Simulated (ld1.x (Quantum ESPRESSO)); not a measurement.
**Si: one change to a TM potential, before and after**

ld1.x (Quantum ESPRESSO) 7.5 input, shortened:

```
&input
   title='Si', zed=14., rel=1, dft='PBESOL', iswitch=3,
   config='[Ne] 3s2 3p2 3d-2'
 /
 &inputp
   pseudotype=2, tm=.true., lloc=0,
   nlcc=.true., new_core_ps=.true., rcore=1.20
 /
3
3P  2  1   2.00   0.00  1.50  1.50  0.0
3D  3  2  -2.00   0.15  1.45  1.45  0.0
3S  1  0   2.00   0.00  1.25  1.25  0.0
 &test
   configts(1)='3s2 3p2'
 /
```

All-electron outer shells of the reference configuration (PBEsol, scalar-relativistic, ld1.x):

```tsv
shell	level (eV)	outermost node (bohr)	outermost maximum (bohr)
2s	-139.13	0.15	0.45
2p	-95.42	–	0.39
3s	-10.77	0.72	1.80
3p	-4.06	0.72	2.17
```

Change: wave 3p (bound): rc 1.50 bohr becomes 3p (bound): rc 1.06 bohr.

Cutoffs: the cutoffs (Ry, on a coarse ladder) from which the occupation-weighted sum of valence levels, in a spherical-Bessel basis at the reference potential, stays within 10 and 1 mRy of its value at 400 Ry; they do not see the model core or the augmentation charge, which bear on the density cutoff. Errors are all-electron minus pseudo energies relative to the spin-unpolarised reference configuration.

Question: What does the change do?

Answer: The potential gets harder (50 Ry and 110 Ry → 230 Ry and 300 Ry); of the 7 tests that both files solve, the error grows in 4 and shrinks in 2 by more than 15 % and 0.3 meV (median size 4.0 → 5.1 meV); neither file shows a bound ghost. A smaller radius makes the pseudo-wave follow the all-electron one further in, where it bends more sharply, so more plane waves are needed.

| quantity | base | changed |
| --- | --- | --- |
| cutoff, loose | 50 Ry | 230 Ry |
| cutoff, tight | 110 Ry | 300 Ry |
| loose cutoff by channel (10 mRy a level) | p 6 Ry, s 40 Ry | p 200 Ry, s 40 Ry |
| bound ghosts | none | none |
| error for 3s2 3p1, meV [ΔE 7.71 eV] | +4.0 | +5.1 |
| error for 3s2 3p0, meV [ΔE 23.68 eV] | +22 | +13 |
| error for 3s1 3p0, meV [ΔE 57.58 eV] | +62 | +33 |
| error for 3s2 3p1.5, meV [ΔE 2.91 eV] | +0.7 | +1.1 |
| error for 3s1 3p2, meV [ΔE 15.12 eV] | +9.7 | +16 |
| error for 3s2 3p2.3, meV [ΔE -0.92 eV] | +0.2 | +0.2 |
| error for 3s0 3p4, meV [ΔE 13.74 eV] | -2.3 | +4.7 |
